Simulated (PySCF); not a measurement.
Vertical excitations of a molecule CH₁₁NSi₄ from PySCF 2.14.0 with TDA-CAM-B3LYP/def2-SVPD, as energy in eV (oscillator strength): 3.19 (0.002), 5.72 (0.002), 5.93 (0.103), 6.09 (0.148), 6.41 (0.217), 6.44 (0.003). Lowest triplet (TDA): 2.56 eV. Geometry optimised at r2SCAN-D4/def2-SVP. One conformer was computed; it need not be the lowest.

Problem. Pick the molecule that these values belong to.
(A) [SiH3][C@@H]1N[SiH2][SiH2][SiH2]1
(B) N[Si@H]1[SiH2][SiH2][C@@H]1[SiH3]
(C) [SiH3]/N=C\[SiH]([SiH3])[SiH3]
(D) [SiH3]N1[SiH2]C[SiH2][SiH2]1

Solution. C, [SiH3]/N=C\[SiH]([SiH3])[SiH3]
